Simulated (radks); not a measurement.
The numbers below are computed, except where a source is named.
Ionisation of the aluminium ion Al4+, [He] 2s2 2p5, to [He] 2s2 2p4 as the strength of local exchange is varied. Code: a radial shooting solver on a logarithmic mesh with Libxc functionals. Model: non-relativistic Kohn-Sham, Slater X-alpha exchange (alpha = 2/3 is LDA exchange), no correlation, spin-polarised, spherical densities, point nucleus; open shells are filled with parallel spins first.

\begin{tabular}{lrrrrr}
alpha & E(Al4+) (hartree) & exchange (hartree) & IE (eV) & -e of the level emptied (eV) & <r> of it (bohr) \\ \hline
0.555 & -231.67578 & -12.24842 & 147.27 & 130.05 (2p) & 0.5777 \\
0.57 & -232.00700 & -12.59293 & 147.88 & 130.67 (2p) & 0.5767 \\
0.588 & -232.40492 & -13.00727 & 148.61 & 131.41 (2p) & 0.5756 \\
0.667 & -234.15741 & -14.83783 & 151.86 & 134.70 (2p) & 0.5706 \\
0.739 & -235.76318 & -16.52331 & 154.85 & 137.74 (2p) & 0.5662 \\
0.889 & -239.13474 & -20.08710 & 161.19 & 144.18 (2p) & 0.5573 \\
0.929 & -240.03981 & -21.04940 & 162.90 & 145.93 (2p) & 0.5549 \\
0.967 & -240.90196 & -21.96825 & 164.54 & 147.60 (2p) & 0.5527 \\
\end{tabular}

NIST Atomic Spectra Database: 153.83 eV (semi-empirical). The Delta-SCF value meets it near alpha = 0.71. Open shells are spherical and high-spin; term and fine-structure splittings are not resolved.
